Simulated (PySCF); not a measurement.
Electronic structure of Sb³¹⁺ (antimony, charge +31) at the UHF level

Configuration: [Ar] 3d2, high-spin 3F determinant. Computed with PySCF 2.14 in an even-tempered Gaussian basis (18 s from 4.7 bohr⁻², ratio 2.5; 12 p from 6.1 bohr⁻², ratio 2.5; 8 d from 6.1 bohr⁻², ratio 2.5; 4 f from 21 bohr⁻², ratio 2.7; 3 g from 32 bohr⁻², ratio 2.7), with scalar relativity by spin-free X2C-1e.

| Quantity | Value |
| --- | --- |
| Total energy | -5800.495186 hartree |
| One-electron energy | -6761.1346 hartree |
| Hartree (Coulomb) energy | 1080.9710 hartree |
| Exchange energy | -120.3316 hartree |
| ⟨S²⟩ | 2.0003 |
| ⟨L²⟩ | 12.003 |
| Sum of ⟨r⟩ | 3.872 bohr |
| Sum of ⟨r²⟩ | 1.117 bohr² |

```tsv
shell	electrons	mean orbital energy (eV)	rms radius, mean of both spins (bohr)
1s α	1	-32149.9	0.0325
1s β	1	-32149.7	0.0325
2s α	1	-6232.3	0.131
2s β	1	-6220.5	0.131
2p α	3	-5749.0	0.117
2p β	3	-5737.4	0.117
3s α	1	-2224.7	0.326
3s β	1	-2211.2	0.326
3p α	3	-2061.5	0.322
3p β	3	-2044.4	0.322
3d α	2	-1867.1	0.287
```

Spin-orbit coupling, absent here, splits the open shell strongly.

Densities and radii are taken from the X2C orbitals without a picture-change correction, which distorts them close to the nucleus.

Spin-orbit constants ζ (cm⁻¹) from the X2C one-electron operator on these orbitals: bare nucleus, nucleus screened by l(l+1)(2l+1)/3 electrons, and screened by the Breit-Pauli mean field of the electrons.

| shell | bare | screened nucleus | mean field |
| --- | --- | --- | --- |
| 2p | 1363000 | 1310000 | 1287000 |
| 3p | 306300 | 294300 | 289200 |
| 3d | 49660 | 39920 | 39520 |

To first order the Landé constant is A = 19760 cm⁻¹, so the lowest level has J = 2 and lies 9.80 eV below the centre of the term. This holds in LS coupling only.
